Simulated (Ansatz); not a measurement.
`FC[SiH](F)S` → `[CH2]` (triplet) + `F[SiH](F)S` at 298.15 K and 1 bar (formal loss of a carbene).

Computed with Ansatz on PBE0-D4/def2-TZVP structures; ΔE is electronic, products minus reactants. CCSD(T)/CBS is the MP2 limit (def2-TZVPP, def2-QZVPP) plus CCSD(T) − MP2 in def2-TZVPP, frozen cores. This one scheme is used for every species. Triplets are unrestricted, without spin–orbit coupling. One conformer a species, not always the lowest.

```json
{"species": "`FC[SiH](F)S`", "CCSD(T)/CBS energy (Eh)": "-926.98460", "H − E (kJ/mol)": "156.6", "S (J/(mol·K))": "349.8"}
{"species": "`[CH2]` (triplet)", "CCSD(T)/CBS energy (Eh)": "-39.09499", "H − E (kJ/mol)": "55.4", "S (J/(mol·K))": "195.3"}
{"species": "`F[SiH](F)S`", "CCSD(T)/CBS energy (Eh)": "-887.80771", "H − E (kJ/mol)": "81.0", "S (J/(mol·K))": "314.2"}
```

H − E and S are ideal-gas, rigid-rotor, harmonic terms from PBE0-D4/def2-TZVP, for one conformer and one mirror image of each species, with the whole ground term of open shells counted as degenerate. 1 Eh = 2625.50 kJ/mol, R = 8.31446 J/(mol·K).

Q: By hand: ΔE, ΔH, ΔS and ΔG.

A: ΔE = (-39.09499) + (-887.80771) − (-926.98460) = 0.08190 Eh = 215.0 kJ/mol. Δ(H − E) = 55.4 + 81.0 − 156.6 = -20.2, so ΔH = 194.8 kJ/mol. ΔS = 195.3 + 314.2 − 349.8 = 159.7 J/(mol·K). ΔG = 194.8 − 298.15 × (159.7)/1000 = 147.2 kJ/mol.

Q: By hand: the equilibrium constant, and the temperature at which ΔG would vanish if ΔH and ΔS stayed fixed.

A: log₁₀ K = −ΔG/(RT ln 10) = -25.8. ΔG = 0 at ΔH/ΔS = 1220 K.

The number of gas molecules changes by +1, which sets the sign of ΔS. A doubt of 5 kJ/mol in ΔE shifts log₁₀ K by 0.9 here. Other conformers and mirror images would add mixing entropy, several J/(mol·K) or more a flexible species. A triplet takes part, so the spin changes. These are equilibria of isolated gas molecules and say nothing of rates. Largest T1 diagnostic: 0.012 (customary marks: 0.02 for closed shells, 0.045 for open ones).
